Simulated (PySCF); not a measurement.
# One molecule, several mistakes: B2H6NSi

These are calculations, not measurements. They come from PySCF 2.14.0, an open-source quantum chemistry program, on an isolated molecule that a program drew, which may never have been made. The molecule is B2H6NSi (charge 0, doublet), drawn as the SMILES string `NBB[SiH2]`.

Each row is a Hartree-Fock (HF) and frozen-core CCSD(T) single point in the cc-pV(D+d)Z basis, meant for a local HF minimum. Run 1 is clean. Each other run has one planted mistake out of seven kinds, and not every kind appears here: one electron removed, one electron added, multiplicity raised by two, geometry at a saddle point, minimal basis STO-3G, one bond length entered in bohr, all coordinates scaled. The reference is restricted for singlets and unrestricted otherwise, and also for a bond in bohr. Adding or removing an electron swaps singlet and doublet. Electrons count all cores. HOMO and LUMO are orbital energies over both spins, the gradient is its largest component, and the lowest frequency (negative if imaginary) is given only where the gradient is small. Bond lengths are over the 9 bonds as drawn. T1 is the CCSD diagnostic: over 0.02 (restricted) or 0.045 (unrestricted) a single reference is doubtful.

Geometry of the clean run:
```xyz
10
B2H6NSi, angstrom
N     0.6437   -2.0727   -0.3634
B    -0.4938   -1.2713   -0.4559
B    -0.5028    0.4278   -0.2842
Si   -0.0244    1.6753   -1.7184
H     0.6140   -3.0671   -0.4523
H     1.5609   -1.7194   -0.1864
H    -1.5397   -1.8395   -0.6718
H    -0.8238    0.9427    0.7559
H    -0.1870    3.1423   -1.6356
H     0.3040    1.2593   -3.0988
```

```
run,electrons,basis functions,<S^2>,HOMO (eV),LUMO (eV),gradient (hartree/bohr),lowest frequency (cm^-1),mean bond (Å),longest bond (Å),T1,HF (hartree),CCSD(T) (hartree),mistake
1,37,95,0.764,-8.09,0.74,2.2e-05,80,1.3812,1.960,0.0172,-396.22878,-396.72243,no fault
2,37,30,0.762,-5.24,5.74,3.5e-02,-,1.3812,1.960,0.0217,-391.53340,-391.74328,minimal basis STO-3G
3,37,95,0.766,-8.05,0.72,4.0e-02,-,1.4447,2.050,0.0194,-396.21190,-396.71176,all coordinates scaled
4,36,95,0.000,-15.68,-6.60,3.3e-02,-,1.3812,1.960,0.0163,-395.95977,-396.43490,?
5,37,95,1.512,-8.27,0.54,2.7e-02,-,1.4799,1.960,0.0578,-396.08170,-396.57661,?
```

**Which mistake was planted in run 4, and what did it cost?**

It counts 36 electrons, one fewer than the clean run, at the same geometry and basis. So the mistake is: one electron removed. Subtracting run 1 and multiplying by 627.51 kcal/mol a hartree, the energy moved by 168.8 kcal/mol in HF and 180.4 kcal/mol in CCSD(T).

**Which mistake was planted in run 5, and what did it cost?**

The mean bond changes by a factor of 1.071 and the longest by 1.000, so the molecule wasn't scaled as a whole. A length L in bohr read as angstrom grows by (1/0.5292 - 1) L = 0.890 L. The 9 bonds together grew by 9 x 0.0987 = 0.888 Å, which gives L = 0.998 Å. That is the length of one of the H-N bonds, 0.999 Å in the clean geometry. So the mistake is: one bond length entered in bohr. Subtracting run 1 and multiplying by 627.51 kcal/mol a hartree, the energy moved by 92.3 kcal/mol in HF and 91.5 kcal/mol in CCSD(T).

Cautions from the logs. Run 5: T1 is over the limit, so its CCSD(T) energy is less reliable.
